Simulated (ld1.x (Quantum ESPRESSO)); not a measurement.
## Transferability test, TM semilocal potential for Pr (Z = 59)

```json
{
 "Element": "Pr",
 "Generator": "ld1.x (Quantum ESPRESSO) 7.5",
 "Type": "norm-conserving Troullier–Martins (semilocal form)",
 "Functional": "LDA (PZ)",
 "Relativity": "scalar-relativistic",
 "Frozen core": "[Xe] 4f2",
 "Valence charge": "3",
 "Reference configuration": "5d1 6s1.5 6p0.5",
 "Partial waves": "6p (bound): rc 3.55 bohr; 5d (bound): rc 3.00 bohr; 6s (bound): rc 3.80 bohr",
 "Local potential": "the s channel",
 "Core correction": "Bessel-smoothed model core inside 2.65 bohr"
}
```

Energies are relative to the spin-unpolarised reference configuration 5d1 6s1.5 6p0.5; without spin polarisation the order of configurations can differ from experiment.

(1) Give the all-electron excitation energy and the error of the potential for: 5d1 6s2 6p0; 5d1 6s1 6p0; 5d1 6s0 6p0; 5d0 6s2 6p0; 5d2 6s0 6p0; 5d2 6s1 6p0; 5d1 6s0 6p2.

Levels in the configuration 5d1 6s2 6p0:

```
level  all-electron (eV)  pseudo (eV)
   5d             -3.132       -3.124
   6s             -3.951       -3.949
```

Results:

(1)

```csv
valence configuration,charge,ΔE all-electron (eV),error AE − PS (meV)
5d1 6s2 6p0,0,-1.285,-0.6
5d1 6s1 6p0,+1,5.086,-2.9
5d1 6s0 6p0,+2,16.615,-42
5d0 6s2 6p0,+1,5.262,-86
5d2 6s0 6p0,+1,5.444,-82
5d2 6s1 6p0,0,-0.245,-58
5d1 6s0 6p2,0,4.067,-6.1
```
